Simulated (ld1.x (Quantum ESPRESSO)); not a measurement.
Transferability test, ultrasoft potential for S (Z = 16)

* Element: sulfur
* Generator: ld1.x (Quantum ESPRESSO) 7.5
* Type: ultrasoft
* Functional: PBEsol
* Relativity: scalar-relativistic
* Frozen core: [Ne]
* Valence charge: 6
* Reference configuration: 3s1.75 3p4.25
* Partial waves: 3s (bound): rcut 1.45, rcutus 1.65 bohr; 3s channel at -0.97 Ry: rcut 1.45, rcutus 1.65 bohr; 3p (bound): rcut 1.25, rcutus 1.65 bohr; 3p channel at 0.25 Ry: rcut 1.25, rcutus 1.65 bohr; 3d channel at 0.35 Ry: rcut 1.30, rcutus 1.50 bohr
* Local potential: all-electron potential smoothed inside 1.45 bohr (lloc = -1)
* Core correction: none
* Augmentation charge: built from norm-conserving waves at rcut, not smoothed further

Energies are relative to the spin-unpolarised reference configuration 3s1.75 3p4.25; without spin polarisation the order of configurations can differ from experiment.

(1) Give the all-electron excitation energy and the error of the potential for: 3s2 3p4; 3s2 3p3; 3s2 3p2; 3s2 3p1; 3s0 3p6; 3s1 3p4; 3s2 3p3.5.

Levels in the configuration 3s2 3p3:

```
level  all-electron (eV)  pseudo (eV)
   3s            -27.558      -27.555
   3p            -16.756      -16.753
```

## Answers

(1)

```tsv
valence configuration	charge	ΔE all-electron (eV)	error AE − PS (meV)
3s2 3p4	0	-2.558	+0.2
3s2 3p3	+1	9.175	+0.1
3s2 3p2	+2	31.416	+9.3
3s2 3p1	+3	65.416	+52
3s0 3p6	0	18.121	+2.7
3s1 3p4	+1	20.022	+1.8
3s2 3p3.5	+0.5	2.085	-0.2
```

ld1.x printed “convergence not achieved” for 6 of the counted tests; their residual had stalled under 1e-8, short of the target of 1e-14.
